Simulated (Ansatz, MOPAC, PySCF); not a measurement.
Complex: CH5N (SMILES CN) (first 7 atoms) with CH4S (SMILES CS); geometry from B3LYP-D3(BJ)/def2-TZVP, rigid monomers moved along the line of their centres of mass till N2···H13 is 2.48 Å.
(charge 0, multiplicity 1):
```json
[
 {"atom": "C", "x (Å)": "0.4179", "y (Å)": "0.3904", "z (Å)": "0.4630"},
 {"atom": "N", "x (Å)": "-0.3624", "y (Å)": "-0.8173", "z (Å)": "0.7383"},
 {"atom": "H", "x (Å)": "1.4249", "y (Å)": "0.2622", "z (Å)": "0.8616"},
 {"atom": "H", "x (Å)": "-0.0348", "y (Å)": "1.2331", "z (Å)": "0.9871"},
 {"atom": "H", "x (Å)": "0.5030", "y (Å)": "0.6492", "z (Å)": "-0.5993"},
 {"atom": "H", "x (Å)": "0.0695", "y (Å)": "-1.6356", "z (Å)": "0.3269"},
 {"atom": "H", "x (Å)": "-1.2953", "y (Å)": "-0.7431", "z (Å)": "0.3505"},
 {"atom": "C", "x (Å)": "1.1624", "y (Å)": "0.1104", "z (Å)": "4.6063"},
 {"atom": "S", "x (Å)": "-0.6450", "y (Å)": "-0.0719", "z (Å)": "4.4524"},
 {"atom": "H", "x (Å)": "1.5505", "y (Å)": "0.8286", "z (Å)": "3.8860"},
 {"atom": "H", "x (Å)": "1.3594", "y (Å)": "0.4816", "z (Å)": "5.6106"},
 {"atom": "H", "x (Å)": "1.6652", "y (Å)": "-0.8471", "z (Å)": "4.4832"},
 {"atom": "H", "x (Å)": "-0.6385", "y (Å)": "-0.5666", "z (Å)": "3.1912"}
]
```

Counterpoise-corrected where a basis set is named; no monomer relaxation. Rows marked so take none.

Frozen-core correlation. Rows in 3-21G, 6-31G* carry no dispersion term and start afresh at each structure (6-31G* with six Cartesian d functions). MP2/6-31G* freezes PySCF's default core. The state that PM3, PM7 reach isn't checked; PM7 holds dispersion and hydrogen-bond terms.

Run with Ansatz (a program for electronic structure); MOPAC for PM3, PM7 (differences of heats of formation); PySCF for 3-21G rows, 6-31G* rows, the dispersion terms. Values without a source in brackets are computed.

Other levels give for the interaction energy: PBE/def2-TZVPPD -2.91; B3LYP/def2-TZVPPD -1.90; B3LYP-D3(BJ)/def2-TZVPPD -3.67; wB97M-V/def2-TZVPPD -3.33; CCSD(T)/aug-cc-pV(D+d)Z -3.14 kcal/mol.

Common cheap choices:

```
level                           interaction energy (kcal/mol)
------------------------------  -----------------------------
PM3                                                     -0.68
PM7                                                     -3.91
HF/6-31G*                                               -1.59
BP86/6-31G* (no counterpoise)                           -3.48
B3LYP/3-21G (no counterpoise)                           -6.23
B3LYP/6-31G*                                            -2.55
B3LYP/6-31G* (no counterpoise)                          -3.53
MP2/6-31G* (no counterpoise)                            -4.26
```
